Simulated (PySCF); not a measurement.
# Electronic structure of Ar³⁺ (argon, charge +3) at the LDA level

Configuration: [Ne] 3s2 3p3, high-spin 4S determinant. All numbers are calculated (PySCF 2.14, the spin-free X2C one-electron Hamiltonian (Gaussian nucleus), in aug-cc-pVQZ-DK (7s6p4d3f2g, 84 functions)).

```json
{"Total energy": "-524.6268 hartree", "One-electron energy": "-701.0569 hartree", "Hartree (Coulomb) energy": "204.5357 hartree", "Exchange-correlation energy": "-28.1056 hartree", "⟨S²⟩": "3.7503", "⟨L²⟩": "0.000", "Sum of ⟨r⟩": "10.00 bohr", "Sum of ⟨r²⟩": "12.01 bohr²", "Langevin diamagnetic susceptibility": "-9.51 ×10⁻⁶ cm³/mol"}
```

```
shell  electrons  mean orbital energy (hartree)  rms radius, mean of both spins (bohr)
 1s α          1                     -116.09345                                 0.0993
 1s β          1                     -116.06393                                 0.0993
 2s α          1                      -12.64863                                  0.451
 2s β          1                      -12.61504                                  0.451
 2p α          3                      -10.23575                                  0.419
 2p β          3                      -10.19511                                  0.419
 3s α          1                       -2.46555                                   1.38
 3s β          1                       -2.31148                                   1.38
 3p α          3                       -1.89386                                   1.49
```

Densities and radii are taken from the X2C orbitals without a picture-change correction, which distorts them close to the nucleus.
